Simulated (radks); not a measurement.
Values are calculated unless marked as measured or tabulated.
Task: These are the eigenvalues of the occupied orbitals of an atom or ion with whole-number occupations (hartree). Level of theory: scalar-relativistic Kohn-Sham, PBE, spin-unpolarised, spherical densities, point nucleus (a radial shooting solver on a logarithmic mesh with Libxc functionals).

| orbital | eigenvalue |
|---|---|
| 1s | -1695.179 |
| 2s | -308.7939 |
| 2p | -280.1456 |
| 3s | -96.32698 |
| 3p | -87.30910 |
| 3d | -75.23048 |
| 4s | -44.34551 |
| 4p | -40.98100 |

Which element is it, and in what charge state? The configuration may be excited.

Result: Z = 61, promethium, charge +30: Pm30+ in [Ar] 3d10 4s2 4p1. The list shows which subshells hold electrons but not how many an open one holds; the 1s level, -1695.2 hartree, gives Z - s = 58.2 by -(Z - s)^2/2, which with screening and relativity narrows Z to a few neighbours, and the depths of the outer levels then fix element, charge and occupations together.
